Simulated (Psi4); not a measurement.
ethane (C₂H₆), singlet, at a GFN2-xTB geometry. Base run: PBE0/3-21G run with Psi4 1.11.

Here is a job for Psi4.
```
memory 2 GB

molecule mol {
0 1
  C    -0.000634   -0.004602    0.760696
  C     0.000634    0.004602   -0.760696
  H     0.005317    1.011178    1.149761
  H    -0.885803   -0.510532    1.139811
  H     0.877625   -0.521403    1.141215
  H    -0.005317   -1.011178   -1.149761
  H    -0.877625    0.521403   -1.141215
  H     0.885803    0.510532   -1.139811
}

set basis 3-21g
set reference rks

energy('pbe0')
print_variables()
```

Variants of this job, named by their change:

```csv
change,ΔE vs base (eV),point group used,SCF cycles
base,0.00,ci,6
molecule keys = symmetry c1,0.00,c1,6
molecule keys = no_reorient,0.00,ci,6
"molecule keys = symmetry c1, no_reorient, no_com",0.00,c1,6
jitter_ang = 0.002,0.00,c1,7
```
